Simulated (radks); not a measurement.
Results of a calculation; reference values are marked as such.
Question: These are the eigenvalues of the occupied orbitals of an atom or ion with whole-number occupations (eV). Code: a radial shooting solver on a logarithmic mesh with Libxc functionals. Model: non-relativistic Kohn-Sham, TPSS, spin-polarised, spherical densities, point nucleus; meta-GGA in the generalised Kohn-Sham scheme.

| orbital | eigenvalue |
|---|---|
| 1s up | -31780.27 |
| 1s down | -31780.24 |
| 2s up | -5883.435 |
| 2s down | -5870.705 |
| 2p up | -5608.915 |
| 2p down | -5599.343 |
| 3s up | -2053.101 |
| 3s down | -2038.920 |
| 3p up | -1945.150 |
| 3p down | -1929.579 |
| 3d up | -1762.359 |

Which element is it, and in what charge state? The configuration may be excited. Open shells, if any, are filled with parallel spins first.

Answer: Z = 52, tellurium, charge +30: Te30+ in [Ar] 3d4. The list shows which subshells hold electrons but not how many an open one holds; the 1s level, -1167.9 hartree, gives Z - s = 48.3 by -(Z - s)^2/2, which with screening narrows Z to a few neighbours, and the depths of the outer levels then fix element, charge and occupations together.
